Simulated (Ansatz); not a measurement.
SiH3I (SiIH3): the vertical ionisation energy, rung by rung

The species is SiH3I (5 atoms), meant as a singlet with charge 0. As SMILES, `[H][Si]([H])([H])I`. The coordinates come from a GFN2-xTB relaxation.

Each level gives the vertical ionisation energy (to the doublet cation) (eV). The values are calculated.

```tsv
level	kind	program	value (eV)	less FCI/STO-3G	CPU time (all runs)
HF/STO-3G	Hartree–Fock	Ansatz	6.76	-0.03	3.7 s
revPBE/STO-3G	GGA	Ansatz	7.80	+1.01	39 s
B2PLYP/STO-3G	double hybrid	Ansatz	7.49	+0.70	31 s
CCSD(T)/STO-3G	coupled cluster or CI	Ansatz	6.80	+0.01	5 s
CCSD/STO-3G	coupled cluster or CI	Ansatz	6.80	+0.01	5 s
CCSDT(Q)/STO-3G	coupled cluster or CI	Ansatz	6.79	0.00	7.6 s
CCSDT/STO-3G	coupled cluster or CI	Ansatz	6.79	0.00	6.5 s
FCI/STO-3G	exact in the basis	Ansatz	6.79	0.00	2.4 min
```

FCI/STO-3G is exact within its basis and frozen core, so for wave-function methods in that basis the difference is their error; functionals converge differently with the basis, so for them it is only a difference. All-electron rows without a relativistic Hamiltonian named are non-relativistic. Spin-orbit coupling, which can split open shells on such heavy atoms by tenths of an eV, is left out. The values span 6.76 to 7.80 eV. All rows use very small basis sets, so none should be taken for the real molecule's value. In the correlated wave-function rows the outer d shell of I is correlated, in sets not made for it. Times are those of the runs behind each value, whatever else they computed, on shared processors of several kinds: orders of magnitude only.
